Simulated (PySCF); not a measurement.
# One molecule, a ladder of functionals, a line

Molecule: `N#CC([SiH3])=C=S`, C$_{3}$H$_{3}$NSSi.

Bonds (- single, = double, # triple, : aromatic): N1#C2 1.161 Å, C2-C3 1.418 Å, C3-Si4 1.898 Å, C3=C5 1.325 Å, C5=S6 1.547 Å. Si4 carries H7, H8, H9.

GIAO shieldings (ppm, equivalent atoms averaged) in PySCF 2.14 on the PBE0-D3(BJ)/def2-SVP geometry, basis pcSseg-2, gas phase, non-relativistic:

| functional | exact exchange (%) | σ(Si4) |
| --- | --- | --- |
| BLYP | 0 | 368.9 |
| BP86 | 0 | 378.8 |
| PBE | 0 | 380.1 |
| B3LYP | 20 | 381.8 |
| mPW1PW91 | 25 | 394.6 |
| BHandHLYP | 50 | 400.6 |
| HF | 100 | 434.5 |

(1) Fit each shielding as a line in the percentage of exact exchange.

(2) What does the line predict for PBE0 (25 %), and what does the run give?

## Answers

(1) σ(Si4) = 375.2 + 0.58 x (rms 4.5 ppm). The functionals also differ in their semilocal parts, which the line can't hold; Hartree–Fock has no correlation at all.

(2) σ(Si4): 389.7 predicted, 396.0 computed ppm.
